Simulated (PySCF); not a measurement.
Electronic absorption of C6H12S

Species: C₆H₁₂S.
Structure used (GFN2-xTB), in Å, numbered top down from 1:
```xyz
19
C6H12S angstrom
C      2.747    0.882   -0.344
S      1.433    0.892    0.909
C      0.216   -0.231    0.090
C      0.544   -1.684    0.400
C     -1.165    0.140    0.560
C     -2.350   -0.194   -0.298
C     -1.926    1.232   -0.126
H      3.092   -0.134   -0.513
H      2.374    1.320   -1.266
H      3.558    1.486    0.051
H      0.310   -0.036   -0.982
H     -0.155   -2.340   -0.116
H      0.465   -1.862    1.470
H      1.554   -1.934    0.082
H     -1.287    0.051    1.633
H     -3.256   -0.527    0.186
H     -2.169   -0.667   -1.251
H     -1.458    1.728   -0.964
H     -2.539    1.887    0.473
```

Method used: TDDFT CAM-B3LYP/def2-SVPD, vertical, gas phase, core orbitals frozen in the response (PySCF).

Problem. What does the calculation give for the low-lying excited states?

Solution. 

```
state  E (eV)  λ (nm)       f  main configurations (H = HOMO, L = LUMO)
   S1    5.36   231.5  0.0004       H→L (46%), H→L+1 (24%), H→L+4 (12%)
   S2    6.13   202.2   0.026       H→L (36%), H→L+4 (21%), H→L+1 (20%)
   S3    6.32   196.2   0.012        H→L+2 (70%), H→L (13%), H→L+5 (9%)
   S4    6.77   183.2   0.018      H→L+3 (60%), H→L+5 (17%), H→L+2 (9%)
   S5    7.06   175.5  0.0040     H→L+5 (41%), H→L+3 (22%), H→L+8 (17%)
   S6    7.29   170.1   0.020     H→L+1 (40%), H→L+6 (21%), H→L+4 (16%)
   S7    7.66   161.9   0.042     H→L+9 (38%), H→L+6 (21%), H→L+7 (15%)
   S8    7.72   160.6  0.0063      H→L+6 (39%), H→L+4 (30%), H→L+7 (9%)
```

Triplets (Tamm–Dancoff): T1 4.92 eV, H→L (36%), H→L+1 (24%), H→L+4 (15%); T2 5.76 eV, H→L+2 (31%), H→L+5 (31%), H→L+8 (10%); T3 5.99 eV, H→L (46%), H→L+4 (18%), H→L+1 (14%).

The lowest singlet lies at 5.36 eV (231 nm, ultraviolet) and is dark (f under 0.0005); its leading configuration is HOMO→LUMO (46%). The strongest level in the table is S7 at 7.66 eV (162 nm, f = 0.042). Löwdin shares by element: HOMO sulfur 71%, carbon 17% or more; LUMO sulfur 40%, hydrogen 15% or more, carbon 13% or more (atoms not listed hold the other 32%). The listed states span 2.36 eV, and the widest gap between neighbours is 0.78 eV (S1 to S2). Of the 8 states listed, 5 reach f = 0.01 and 1 stays under 0.0005. Weighted by f, the mean energy of these states is 7.02 eV. Singlets were solved by full linear response, triplets in the Tamm–Dancoff approximation.

One conformer stands for the species.
